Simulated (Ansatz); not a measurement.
Cartesian coordinates (Å):
```xyz
16

F      0.0084     2.2124     1.5705
C      0.0042     1.1182     0.7938
C      1.1227    -0.0026     0.7874
F      2.2214    -0.0052     1.5578
C      0.0019    -1.1211     0.7897
F      0.0038    -2.2182     1.5624
C     -1.1166    -0.0003     0.7961
F     -2.2092    -0.0006     1.5750
C     -1.1227     0.0026    -0.7874
F     -2.2214     0.0052    -1.5578
C     -0.0019     1.1211    -0.7897
F     -0.0038     2.2182    -1.5624
C      1.1166     0.0003    -0.7961
F      2.2092     0.0006    -1.5750
C     -0.0043    -1.1182    -0.7938
F     -0.0084    -2.2124    -1.5706
```
Charge 0, spin multiplicity 1.

The numbers are results of frozen-core CCSD(T)/def2-SVP // PBE-D3(BJ)/def2-SVP in Ansatz (a quantum-chemistry and plane-wave program), not measurements.

```yaml
HF energy: -1097.26446 Ha
MP2 correlation energy: -2.46429 Ha
```

Problem. Estimate the CCSD correlation energy, the (T) correction, the total energy and the T1 diagnostic.

Solution. 
```yaml
CCSD correlation energy: -2.50857 Ha
"(T) correction": -0.07313 Ha
CCSD(T) total energy: -1099.84616 Ha
T1 diagnostic: 0.012
```
